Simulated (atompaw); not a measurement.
W (Z = 74): variants of one PAW (atompaw) potential

Base potential:

```
Element                 : tungsten
Generator               : atompaw 4.2.0.5
Type                    : PAW
Functional              : PBE
Relativity              : scalar-relativistic
Frozen core             : [Xe] 4f14
Valence charge          : 6
Reference configuration : 5d4 6s0 6p0 (charge +2)
Partial waves           : 6s (bound, empty): rc 3.00 bohr; 6s channel at 0.05 Ry: rc 3.00 bohr; 6p (bound, empty): rc 2.85 bohr; 6p channel at -0.3 Ry: rc 3.00 bohr; 5d (bound): rc 3.00 bohr; 5d channel at 2.6 Ry: rc 3.00 bohr
Local potential         : troulliermartins scheme with l = 3 at 1 Ry, radius 2.45 bohr
Core correction         : smooth core density matched at 2.40 bohr
Augmentation charge     : sinc compensation charge, radius 2.75 bohr; PAW radius 3.00 bohr; waves and projectors: custom polynom2 7 10 vanderbiltortho
```

All-electron outer shells of the reference configuration (PBE, scalar-relativistic, ld1.x):

| shell | level (eV) | outermost node (bohr) | outermost maximum (bohr) |
| --- | --- | --- | --- |
| 4f | -49.29 | – | 0.43 |
| 5d | -19.88 | 0.63 | 1.47 |
| 6s | -19.28 | 1.27 | 2.48 |
| 6p | -12.99 | 1.51 | 3.11 |

Cutoffs, loose and tight: the cutoffs (Ry, on a coarse ladder) from which the occupation-weighted sum of valence levels, in a spherical-Bessel basis at the reference potential, stays within 10 and 1 mRy of its value at 400 Ry. They see the waves, projectors and local potential, not the compensation charge or the core. A dash means not determined.

A true bound ghost makes a file unfit for plane-wave use even where its test errors are small: the radial tests pick states by their node count and pass the ghost by.

```tsv
change	outcome	cutoff, loose	cutoff, tight	bound ghosts
base	generated	18 Ry	35 Ry	p, s
wave 6s (bound): rc 3.00 bohr becomes 6s (bound): rc 2.48 bohr	generated	18 Ry	35 Ry	p, s
wave 6p channel at -0.3 Ry: rc 3.00 bohr becomes 6p channel at -0.3 Ry: rc 2.60 bohr	generated	18 Ry	35 Ry	s
local potential ultrasoft scheme with l = 3 at 1 Ry, radius 2.45 bohr	generated	18 Ry	35 Ry	none
local potential troulliermartins scheme with l = 3 at 1 Ry, radius 2.92 bohr	generated	18 Ry	35 Ry	none
core correction smooth core density matched at 1.94 bohr	generated	18 Ry	35 Ry	p, s
augmentation gaussian compensation charge, radius 2.75 bohr; PAW radius 3.00 bohr; waves and projectors: custom polynom2 7 10 vanderbiltortho	generated	18 Ry	35 Ry	p, s
augmentation sinc compensation charge, radius 2.75 bohr; PAW radius 3.00 bohr; waves and projectors: custom polynom vanderbiltortho	failed: atompaw: The overlap operator has at least one negative eigenvalue!	–	–	–
wave 6s channel at 0.05 Ry: rc 3.00 bohr becomes 6s channel at -1.28 Ry: rc 3.00 bohr	generated	18 Ry	35 Ry	s, p
augmentation sinc compensation charge, radius 2.18 bohr; PAW radius 3.00 bohr; waves and projectors: custom polynom2 7 10 vanderbiltortho	generated	18 Ry	35 Ry	p, s
core [Kr] 4d10 4f14 5s2, valence charge 12; reference 5p6 5d4 6s2 6p0; waves now 6s (bound): rc 2.55 bohr; 6s channel at 0.4 Ry: rc 2.55 bohr; 5p (bound): rc 2.20 bohr; 6p (bound): rc 2.55 bohr; 5d (bound): rc 2.55 bohr; 5d channel at 2.2 Ry: rc 2.55 bohr; local potential troulliermartins scheme with l = 3 at 1 Ry, radius 2.00 bohr; core correction smooth core density matched at 1.70 bohr; augmentation sinc compensation charge, radius 1.85 bohr; PAW radius 2.55 bohr; waves and projectors: custom polynom2 7 10 vanderbiltortho	generated	30 Ry	70 Ry	s
```

Q: What comes out with this change to the base: reference 5d4 6s2 6p0?

A: outcome: generated; cutoff, loose: 15 Ry; cutoff, tight: 35 Ry; bound ghosts: none.
